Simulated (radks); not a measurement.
The numbers below are computed, except where a source is named.
Question: These are the eigenvalues of the occupied orbitals of an atom or ion with whole-number occupations (hartree). Level of theory: scalar-relativistic Kohn-Sham, r2SCAN, spin-polarised, spherical densities, finite nucleus; meta-GGA in the generalised Kohn-Sham scheme; Fermi nuclear charge, rms radius of each element as measured or else 0.836 A^(1/3) + 0.57 fm (a radial shooting solver on a logarithmic mesh with Libxc functionals).

orbital  eigenvalue
1s up     -162.5596
1s down   -162.5554
2s up     -17.98556
2s down   -17.98304
2p up     -14.73209
2p down   -14.72782
3s up      -2.35265
3s down    -2.34404
3p up      -1.51793
3p down    -1.50937
4s up      -0.26484
4p up      -0.12952

Which element is it, and in what charge state? The configuration may be excited. Open shells, if any, are filled with parallel spins first.

Answer: Z = 21, scandium, charge 0: Sc in [Ar] 4s1 4p2. The list shows which subshells hold electrons but not how many an open one holds; the 1s level, -162.56 hartree, gives Z - s = 18.0 by -(Z - s)^2/2, which with screening and relativity narrows Z to a few neighbours, and the depths of the outer levels then fix element, charge and occupations together.
